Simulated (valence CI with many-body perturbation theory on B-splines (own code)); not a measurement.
The numbers below are computed, except where a source is named.
# Ladder of approximations for Bi XXXIII

Level of theory: relativistic CI+MBPT: five valence electrons over a frozen Dirac-Fock core [Kr] 4d10, a basis of 7 s, 7 p, 7 d, 7 f, 4 g, 2 h functions for each j, with the one-electron correlation potential Σ1 (screened to all orders), the two-electron term Σ2, the three-electron term Σ3, Breit, model QED; selected single and double excitations, second order for the rest, scaled by the run's own slope (own B-spline code, finite nucleus).

The last digits are not significant, and no measured levels were compared; by estimate large intervals hold to a few tenths of a per cent, small ones and those within an open d or f shell to about a per cent. Core correlation moves these levels by up to 6600 cm⁻¹, and in measured spectra 5 to 20 % of such shifts remained as error; rates that hang on mixing are uncertain with them. Among the levels kept, up to 710 cm⁻¹ of a level comes from second order outside the variational space, and about a tenth of that is noise between levels of different J, which matters for small intervals. Only levels of the ground parity were solved; by the run's estimate the other parity begins above the list, which can be wrong where configurations are misplaced.

Each rung adds one term. CI alone is the Dirac-Coulomb CI over the frozen core; QED comes last and gives the full result, which names the levels. Energies are above (4f5/2^5) J=5/2 on the same rung, in cm⁻¹.

Levels are named by their leading jj configuration (3d3/2^4 stands for four electrons in 3d with j = 3/2), which in mixed levels can hold well under half, so a name can repeat and another be missing. Letters in brackets count levels of one name in rising energy.

| Level | CI alone | + Σ1 | + Σ2 | + Σ3 | + Breit | Full |
| --- | --- | --- | --- | --- | --- | --- |
| (4f5/2^4 4f7/2) J=7/2 | 31942 | 32643 | 34422 | 34677 | 32389 | 32592 |
| (4f5/2^4 4f7/2) J=5/2 | 44691 | 45321 | 46425 | 46419 | 44666 | 44839 |
| (4f5/2^4 4f7/2) J=3/2 [a] | 48270 | 48964 | 50153 | 50292 | 48444 | 48634 |
| (4f5/2^4 4f7/2) J=1/2 | 53993 | 54818 | 55992 | 56008 | 53713 | 53938 |
| (4f5/2^3 4f7/2^2) J=9/2 [a] | 54687 | 55720 | 58048 | 58310 | 54401 | 54691 |
| (4f5/2^4 4f7/2) J=11/2 [a] | 69139 | 70226 | 72333 | 72473 | 67788 | 68084 |
| (4f5/2^3 4f7/2^2) J=7/2 [a] | 70173 | 71231 | 72917 | 73176 | 69778 | 70064 |
| (4f5/2^4 4f7/2) J=15/2 | 73614 | 74348 | 75793 | 75298 | 70067 | 70253 |
| (4f5/2^4 4f7/2) J=13/2 | 77888 | 78914 | 80616 | 80490 | 75236 | 75504 |
| (4f5/2^4 4f7/2) J=9/2 | 88038 | 89201 | 90347 | 90719 | 86472 | 86778 |
| (4f5/2^3 4f7/2^2) J=5/2 [a] | 93619 | 94958 | 97040 | 97263 | 93735 | 94089 |
| (4f5/2^4 4f7/2) J=11/2 [b] | 102423 | 103683 | 104843 | 105364 | 100361 | 100691 |
| (4f5/2^3 4f7/2^2) J=15/2 [a] | 104464 | 105970 | 109404 | 109410 | 102222 | 102630 |
| (4f5/2^3 4f7/2^2) J=9/2 [b] | 104191 | 105440 | 107826 | 107722 | 103687 | 104015 |
| (4f5/2^3 4f7/2^2) J=3/2 [a] | 103552 | 104979 | 108286 | 108557 | 104836 | 105215 |
| (4f5/2^3 4f7/2^2) J=5/2 [b] | 107281 | 108438 | 109104 | 109415 | 106477 | 106775 |
| (4f5/2^3 4f7/2^2) J=13/2 [a] | 109839 | 111279 | 113452 | 113526 | 107409 | 107794 |
| (4f5/2^3 4f7/2^2) J=11/2 [a] | 109631 | 111036 | 113061 | 113246 | 108051 | 108419 |
| (4f5/2^3 4f7/2^2) J=1/2 | 117462 | 118744 | 121609 | 121108 | 118071 | 118400 |

Q: How does the ionisation energy move along the ladder, and which term matters most?

A: CI alone 1212.5, + Σ1 1216.0, + Σ2 1228.5, + Σ3 1228.6, + Breit 1228.2, + QED 1228.3 eV. The largest step is Σ2, 12.5 eV. NIST lists 1250 ± 60 eV (theoretical).
